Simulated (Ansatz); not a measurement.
Compare A (`OC(CF)C(F)F`) with its isomer B (`CCOC(F)(F)F`).

Gas-phase electronic energies from Ansatz, PBE0-D4/def2-TZVP geometries. CCSD(T)/CBS is the MP2 limit (def2-TZVPP, def2-QZVPP) plus CCSD(T) − MP2 in def2-TZVPP, frozen cores. Functionals use def2-TZVPP. B3LYP here is the variant with VWN-RPA as its local correlation; programs differ in this. One conformer a species, not always the lowest.

Question: Which isomer does CCSD(T)/CBS put lower? Give the gap. (Estimate.)

Answer: Computed: B, by 58.8 kJ/mol.

Question: Give E(B) − E(A) in kJ/mol with B3LYP-D4, CCSD(T)/def2-SVP, B3LYP, HF/def2-TZVPP, MP2/def2-TZVPP, PBE0-D4, LDA (SPW92). (An estimate is asked.)

Answer: The calculation gave: B3LYP-D4 -61.2, CCSD(T)/def2-SVP -85.9, B3LYP -63.2, HF/def2-TZVPP -76.7, MP2/def2-TZVPP -65.1, PBE0-D4 -68.1, LDA (SPW92) -74.5. None reverses the order clearly.

Question: Does the order hold for the free energy at 298.15 K (harmonic terms from PBE0-D4)? (Best estimate.)

Answer: Computed: Yes: G(B) − G(A) = -62.2 kJ/mol, for one conformer each. Modes under 60 cm⁻¹, often nearly free rotors, make the harmonic entropy too high.

Largest T1 diagnostic: 0.011.

In def2-TZVPP, CCSD(T) changes the Hartree–Fock value by +12.6 kJ/mol (the triples alone add −0.1 kJ/mol) and MP2 by +11.6 kJ/mol. From PBE to PBE0 (25 % exact exchange), in def2-TZVPP and without D4, E(B) − E(A) moves by −4.5 kJ/mol.
